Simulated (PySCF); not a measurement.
MoF₂ + MoCl₂ → 2 MoFCl

Level: PBE0 in the def2-TZVP basis family, computed in PySCF with density fitting; scalar-relativistic core potentials for atoms from Rb on, none lighter, no spin–orbit coupling; open shells unrestricted.

```csv
species,state and structure,ZPE (kJ/mol),H(298 K) − H(0) (kJ/mol),S° (J/(mol K))
MoF₂,"quintet, C2v, Mo–F 1.868 Å (×2); F–Mo–F 134.2°",8.8,12.3,292.0
MoCl₂,"quintet, C2v, Mo–Cl 2.260 Å (×2); Cl–Mo–Cl 131.6°",5.3,13.6,316.3
MoFCl,"quintet, Cs, Mo–Cl 2.261 Å, Mo–F 1.868 Å; Cl–Mo–F 132.3°",7.0,13.0,309.8
```

Question: Is the gas-phase reaction uphill or downhill in electronic energy at this level, and by how much?

Answer: At PBE0/def2-TZVP, ΔE = 1.5 kJ/mol, uphill. Ligand scrambling is nearly thermoneutral, as expected when bond energies add up.

Question: Add zero-point, thermal and entropy terms for 298.15 K and 1 bar.

Answer: ΔZPE = -0.1 and Δ[H(298) − H(0)] = 0.1 kJ/mol give ΔH° = 1.5 kJ/mol. ΔS° = 11.3 J/(mol K), so ΔG° = 1.5 − 298.15 × (0.0113) = -2 kJ/mol and log₁₀K = 0.3.

Open d or f shells are single determinants, so the state found may not be the ground state. Only the bonding shown was studied: isomers, or loss of a ligand pair, can lie lower.
